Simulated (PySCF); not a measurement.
Ga(Cl)(nPr)2, C₆H₁₄ClGa, SMILES [CH2](CC)[Ga]([Cl])[CH2]CC, GFN2-xTB optimised geometry.

```
22

Ga     1.03    -0.71     0.00
Cl     3.14    -0.71     0.00
C      0.08     1.13     0.00
C      1.10     2.27     0.00
C      0.42     3.64     0.00
H     -0.57     1.21     0.88
H     -0.57     1.21    -0.88
H      1.74     2.19     0.88
H      1.74     2.19    -0.88
H     -0.20     3.76    -0.88
H      1.17     4.43     0.00
H     -0.20     3.76     0.88
C      0.12    -2.58     0.00
C     -1.41    -2.48     0.01
C     -2.05    -3.87     0.00
H      0.47    -3.14     0.87
H      0.46    -3.13    -0.89
H     -1.73    -1.93     0.90
H     -1.75    -1.92    -0.87
H     -1.76    -4.42    -0.88
H     -3.14    -3.78     0.01
H     -1.74    -4.43     0.88
```

Density from PBE0/def2-SVP run with PySCF 2.14.0 at that geometry.

Minimum of the electron density along straight lines between bonded atoms, close to the bond critical point (lines longer than 1.1 times the sum of covalent radii, or with two minima, are not listed):

```json
[
 {"bond": "Ga1–Cl2", "length / Å": "2.112", "ρ at the minimum / e bohr⁻³": "0.097", "∇²ρ there / e bohr⁻⁵": "0.29", "position (fraction from the first atom)": "0.44"},
 {"bond": "Ga1–C3", "length / Å": "2.074", "ρ at the minimum / e bohr⁻³": "0.099", "∇²ρ there / e bohr⁻⁵": "0.09", "position (fraction from the first atom)": "0.47"},
 {"bond": "C3–C4", "length / Å": "1.529", "ρ at the minimum / e bohr⁻³": "0.240", "∇²ρ there / e bohr⁻⁵": "-0.53", "position (fraction from the first atom)": "0.51"},
 {"bond": "C4–C5", "length / Å": "1.526", "ρ at the minimum / e bohr⁻³": "0.243", "∇²ρ there / e bohr⁻⁵": "-0.55", "position (fraction from the first atom)": "0.50"},
 {"bond": "C3–H6", "length / Å": "1.096", "ρ at the minimum / e bohr⁻³": "0.268", "∇²ρ there / e bohr⁻⁵": "-0.94", "position (fraction from the first atom)": "0.62"},
 {"bond": "C3–H7", "length / Å": "1.096", "ρ at the minimum / e bohr⁻³": "0.268", "∇²ρ there / e bohr⁻⁵": "-0.94", "position (fraction from the first atom)": "0.62"},
 {"bond": "C4–H8", "length / Å": "1.096", "ρ at the minimum / e bohr⁻³": "0.274", "∇²ρ there / e bohr⁻⁵": "-0.99", "position (fraction from the first atom)": "0.62"},
 {"bond": "C4–H9", "length / Å": "1.096", "ρ at the minimum / e bohr⁻³": "0.274", "∇²ρ there / e bohr⁻⁵": "-0.99", "position (fraction from the first atom)": "0.62"},
 {"bond": "C5–H10", "length / Å": "1.088", "ρ at the minimum / e bohr⁻³": "0.275", "∇²ρ there / e bohr⁻⁵": "-1.00", "position (fraction from the first atom)": "0.62"},
 {"bond": "C5–H11", "length / Å": "1.088", "ρ at the minimum / e bohr⁻³": "0.276", "∇²ρ there / e bohr⁻⁵": "-1.01", "position (fraction from the first atom)": "0.62"},
 {"bond": "C5–H12", "length / Å": "1.088", "ρ at the minimum / e bohr⁻³": "0.275", "∇²ρ there / e bohr⁻⁵": "-1.00", "position (fraction from the first atom)": "0.62"},
 {"bond": "Ga1–C13", "length / Å": "2.073", "ρ at the minimum / e bohr⁻³": "0.099", "∇²ρ there / e bohr⁻⁵": "0.09", "position (fraction from the first atom)": "0.47"},
 {"bond": "C13–C14", "length / Å": "1.530", "ρ at the minimum / e bohr⁻³": "0.240", "∇²ρ there / e bohr⁻⁵": "-0.53", "position (fraction from the first atom)": "0.50"},
 {"bond": "C14–C15", "length / Å": "1.526", "ρ at the minimum / e bohr⁻³": "0.243", "∇²ρ there / e bohr⁻⁵": "-0.55", "position (fraction from the first atom)": "0.50"},
 {"bond": "C13–H16", "length / Å": "1.098", "ρ at the minimum / e bohr⁻³": "0.268", "∇²ρ there / e bohr⁻⁵": "-0.93", "position (fraction from the first atom)": "0.62"},
 {"bond": "C13–H17", "length / Å": "1.098", "ρ at the minimum / e bohr⁻³": "0.268", "∇²ρ there / e bohr⁻⁵": "-0.93", "position (fraction from the first atom)": "0.62"},
 {"bond": "C14–H18", "length / Å": "1.095", "ρ at the minimum / e bohr⁻³": "0.274", "∇²ρ there / e bohr⁻⁵": "-0.98", "position (fraction from the first atom)": "0.62"},
 {"bond": "C14–H19", "length / Å": "1.095", "ρ at the minimum / e bohr⁻³": "0.274", "∇²ρ there / e bohr⁻⁵": "-0.98", "position (fraction from the first atom)": "0.62"},
 {"bond": "C15–H20", "length / Å": "1.088", "ρ at the minimum / e bohr⁻³": "0.276", "∇²ρ there / e bohr⁻⁵": "-1.00", "position (fraction from the first atom)": "0.62"},
 {"bond": "C15–H21", "length / Å": "1.088", "ρ at the minimum / e bohr⁻³": "0.276", "∇²ρ there / e bohr⁻⁵": "-1.00", "position (fraction from the first atom)": "0.62"},
 {"bond": "C15–H22", "length / Å": "1.088", "ρ at the minimum / e bohr⁻³": "0.276", "∇²ρ there / e bohr⁻⁵": "-1.00", "position (fraction from the first atom)": "0.62"}
]
```
